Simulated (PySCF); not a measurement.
thiolane (C4H8S), SMILES C1CCSC1.

The structure is a stationary point at B3LYP-D3(BJ)/def2-SVP. Other conformers were not sampled.

Calculation: B3LYP-D3(BJ)/def2-SVP run with PySCF 2.14.0.

Frequencies are harmonic and unscaled.

| mode | ν (cm⁻¹) | IR (km/mol) | moving atoms (share of kinetic energy) |
|---|---|---|---|
| 1 | 119 | 1.8 | C 42 %, H 40 %, S 19 % |
| 2 | 294 | 0.0 | H 59 %, C 41 % |
| 3 | 480 | 0.1 | S 46 %, C 41 %, H 13 % |
| 4 | 519 | 1.3 | C 48 %, H 45 % |
| 5 | 674 | 1.0 | C 49 %, S 28 %, H 24 % |
| 6 | 683 | 2.7 | C 65 %, H 19 %, S 16 % |
| 7 | 830 | 1.5 | H 71 %, C 29 % |
| 8 | 885 | 1.4 | H 73 %, C 26 % |
| 9 | 896 | 1.2 | C 65 %, H 35 % |
| 10 | 898 | 1.0 | C 56 %, H 44 % |
| 11 | 974 | 2.2 | H 51 %, C 48 % |
| 12 | 1032 | 0.1 | H 77 %, C 23 % |
| 13 | 1047 | 0.1 | H 59 %, C 41 % |
| 14 | 1062 | 0.3 | H 96 % |
| 15 | 1152 | 1.1 | H 63 %, C 37 % |
| 16 | 1208 | 4.9 | H 71 %, C 29 % |
| 17 | 1231 | 1.9 | H 68 %, C 32 % |
| 18 | 1271 | 14.6 | H 83 %, C 17 % |
| 19 | 1294 | 1.8 | H 75 %, C 25 % |
| 20 | 1331 | 0.2 | H 67 %, C 33 % |
| 21 | 1357 | 0.7 | H 71 %, C 29 % |
| 22 | 1455 | 3.6 | H 92 % |
| 23 | 1458 | 4.9 | H 92 %, C 8 % |
| 24 | 1469 | 1.1 | H 91 %, C 9 % |
| 25 | 1484 | 0.1 | H 89 %, C 11 % |
| 26 | 3039 | 24.6 | H 95 % |
| 27 | 3039 | 21.2 | H 94 % |
| 28 | 3053 | 53.6 | H 94 % |
| 29 | 3053 | 0.0 | H 94 % |
| 30 | 3088 | 18.5 | H 91 %, C 9 % |
| 31 | 3096 | 30.8 | H 90 %, C 10 % |
| 32 | 3118 | 1.3 | H 90 %, C 10 % |
| 33 | 3119 | 31.6 | H 90 %, C 10 % |
